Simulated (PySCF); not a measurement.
2-ethylpyrazine, C₆H₈N₂.
Cartesian coordinates in Å at the PBE0-D3(BJ)/def2-SVP level; atoms count from 1:
```xyz
16
C6H8N2 angstrom
C     -2.287    0.421   -0.637
C     -1.441   -0.782   -0.235
C     -0.019   -0.408    0.068
C      0.567   -0.647    1.320
N      1.822   -0.311    1.596
C      2.512    0.272    0.622
C      1.940    0.517   -0.628
N      0.686    0.181   -0.901
H     -1.838    0.923   -1.506
H     -3.311    0.117   -0.898
H     -2.348    1.155    0.182
H     -1.429   -1.513   -1.061
H     -1.878   -1.294    0.636
H     -0.011   -1.128    2.117
H      3.549    0.557    0.832
H      2.519    0.998   -1.424
```

The closed-shell ground state was solved at several levels (PySCF, density fitting, gas phase, non-relativistic).

```csv
level,basis functions,HOMO (eV),LUMO (eV),gap (eV),dipole (D)
B3LYP/pcJ-1,296,-6.89,-1.59,5.30,0.60
CAM-B3LYP/def2-SVPD,224,-8.62,-0.39,8.23,0.64
```

Problem. What might PBE0/pcSseg-1 (176 basis functions) give for the same quantities?

Solution. HOMO -7.13 eV, LUMO -1.41 eV, gap 5.72 eV, dipole 0.64 D.

Problem. Over all these levels, which gives the widest orbital gap and which the narrowest?

Solution. CAM-B3LYP/def2-SVPD (range-separated hybrid) has the widest, 8.23 eV, and B3LYP/pcJ-1 (global hybrid, 20 % exact exchange) the narrowest, 5.30 eV. Functional and basis both differ between the two, so the spread mixes both effects.

Problem. How far do the dipole and the HOMO energy spread over the levels?

Solution. The dipole runs from 0.60 to 0.64 D (mean 0.63 D) and the HOMO from -8.62 to -6.89 eV.

One conformer stands for the species.
